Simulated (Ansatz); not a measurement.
Al₉P₁₀H₂₆, a nanocrystal cut from wurtzite AlP (hydrogen-capped). Charge 0, multiplicity 2. Geometry PBE-D4/def2-SVP, that of the charge +1 singlet; atoms count from 1.

```xyz
45

P    -2.120    3.382    0.863
Al   -0.716    3.910    2.860
P    -3.431    0.799   -1.915
Al   -2.545    0.349   -4.156
Al   -1.930    1.200   -0.081
P     0.313    1.045   -0.851
P     0.585    1.844    2.818
Al    1.961    1.591    0.875
P    -0.884   -1.384   -3.658
Al    0.707   -1.059   -1.886
P     2.974   -0.985   -2.622
P     3.240   -0.429    1.001
Al    4.754   -0.764   -0.885
P    -2.102   -0.484    1.556
Al   -0.751   -0.010    3.500
Al   -2.008   -2.512    0.211
P     0.398   -2.625   -0.155
P     0.783   -1.885    3.501
Al    2.100   -2.451    1.548
H    -1.929    4.303   -0.214
H    -3.509    3.612    1.115
H     0.194    5.143    2.419
H    -1.760    3.831    4.066
H    -4.211    1.993   -2.046
H    -4.451   -0.098   -1.477
H    -1.610    1.629   -4.392
H    -3.687   -0.234   -5.097
H     0.433    2.019   -1.895
H     1.525    2.016    3.887
H     2.782    2.888    0.455
H    -0.107   -1.522   -4.854
H    -1.403   -2.710   -3.563
H     3.039    0.035   -3.621
H     3.182   -2.131   -3.452
H     4.125   -0.209    2.108
H     5.508    0.598   -1.232
H     5.363   -2.238   -0.798
H    -3.462   -0.380    1.994
H    -1.591    0.129    4.843
H    -2.561   -2.009   -1.230
H    -2.576   -3.788    0.977
H     0.626   -3.882   -0.803
H     1.686   -1.705    4.597
H     0.100   -3.054    3.965
H     2.966   -3.772    1.723
```

Single mean-field runs in def2-TZVP are fitted with def2-universal-jkfit.

(1) Estimate the Mulliken populations of the heavy atoms from the PBE0/def2-TZVP orbitals of Ansatz.

(2) Where does the spin sit?

(3) And the Mayer bond orders between bonded heavy atoms (over 0.3)?

Answers

(1) 
```
atom  charge (e)  spin (α − β)
  P1       -0.22          0.03
 Al2        0.23          0.03
  P3       -0.23          0.03
 Al4        0.25          0.00
 Al5        0.28          0.10
  P6       -0.32          0.10
  P7       -0.33         -0.01
 Al8        0.28          0.06
  P9       -0.23          0.03
Al10        0.28          0.10
 P11       -0.22          0.03
 P12       -0.33         -0.01
Al13        0.23          0.03
 P14       -0.30          0.06
Al15        0.29          0.04
Al16        0.25         -0.01
 P17       -0.30          0.06
 P18       -0.21         -0.01
Al19        0.29          0.04
```
Mulliken values and Mayer orders depend strongly on the basis.

(2) Summed by element: P 0.32, Al 0.37, H 0.31, of 1 unpaired in all. Largest on single atoms: P6 0.10, Al10 0.10, Al5 0.10.

(3) P1–Al2 0.63 (2.50 Å); P1–Al5 0.78 (2.38 Å); Al2–P7 0.74 (2.44 Å); P3–Al4 0.70 (2.45 Å); P3–Al5 0.76 (2.40 Å); Al4–P9 0.70 (2.45 Å); Al5–P6 0.89 (2.38 Å); Al5–P14 0.91 (2.35 Å); P6–Al8 0.76 (2.45 Å); P6–Al10 0.89 (2.38 Å); P7–Al8 0.79 (2.39 Å); P7–Al15 0.83 (2.38 Å); Al8–P12 0.79 (2.39 Å); P9–Al10 0.76 (2.40 Å); Al10–P11 0.78 (2.38 Å); Al10–P17 0.91 (2.35 Å); P11–Al13 0.63 (2.50 Å); P12–Al13 0.74 (2.44 Å); P12–Al19 0.83 (2.38 Å); P14–Al15 0.79 (2.41 Å); P14–Al16 0.74 (2.44 Å); Al15–P18 0.74 (2.42 Å); Al16–P17 0.74 (2.44 Å); P17–Al19 0.79 (2.41 Å); P18–Al19 0.74 (2.42 Å).
